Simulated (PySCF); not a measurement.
Compound: C5H9NS.
Z-matrix (Å and degrees, GFN2-xTB geometry), rows numbered from 1:
```
C 
N   1  1.2496
C   2  1.4364  1  120.76
C   3  1.5145  2  109.09  1   120.71
C   4  1.4992  3  120.34  2   139.72
C   5  1.4980  4   60.08  3  -109.45
S   6  1.8030  4  120.06  5  -108.68
H   1  1.0960  2  124.28  3     0.77
H   1  1.0800  2  118.57  3  -179.72
H   3  1.0943  2  106.82  1  -121.37
H   3  1.1027  2  112.63  1    -1.75
H   4  1.0843  3  113.21  2   -73.62
H   5  1.0796  4  117.56  6   107.27
H   5  1.0796  4  119.13  6  -108.09
H   6  1.0819  4  118.52  5   108.21
H   7  1.3313  6   95.10  4   -44.17
```

Definitions: NICS(0) = −σiso at the ring centroid; NICS(1) = −σiso and NICS(1)zz = −σzz at ±1 Å along the ring normal z. Level: GIAO PBE0/pcSseg-1 (PySCF, non-relativistic, gas phase) on the GFN2-xTB geometry, one conformer.

Ring bond lengths (Å), with Mayer bond orders in brackets: C4–C5 1.499 (0.95), C5–C6 1.498 (0.92), C6–C4 1.501 (0.91).

**Question.** Give the NICS values of each ring in ppm.

**Answer.** 
```json
{"ring": "C4–C5–C6", "type": "3-membered carbocycle; formal bonds all single", "NICS(0)": "-42.9", "NICS(1), two faces": "-9.1 / -7.0", "NICS(1)zz, two faces": "-24.6 / -18.4", "rms pucker (Å)": "0.00", "centre to ring atoms, mean (Å)": "0.87"}
```

**Question.** What can be read from them?

**Answer.** 
- C4–C5–C6: mean NICS(1)zz -21.5 ppm, shielded. C4, C5, C6 have four or more neighbours, so the value isn't read as a sign of a π ring current. The two faces differ by 6.2 ppm, so no symmetry operation interchanges them. NICS(0) lies 35 ppm below the mean NICS(1).

**Question.** What are the shieldings of the ring atoms and their hydrogens in the same run (means over atoms taken as equivalent)?

**Answer.** 
```tsv
atoms	environment	σ isotropic (ppm)	principal values of the symmetric part, first atom (ppm)
C4	three-membered-ring carbon	166.4	136.9, 155.9, 206.4
C5	three-membered-ring carbon	167.6	137.4, 162.7, 202.7
C6	sp3 carbon bound to sulfur	169.9	140.2, 155.4, 214.0
H12	methine hydrogen	30.92	24.2, 28.1, 40.5
H13	methylene hydrogen	31.10	25.4, 29.5, 38.4
H14	methylene hydrogen	30.67	25.0, 26.1, 40.8
H15	methine hydrogen	29.50	20.9, 27.7, 40.0
```
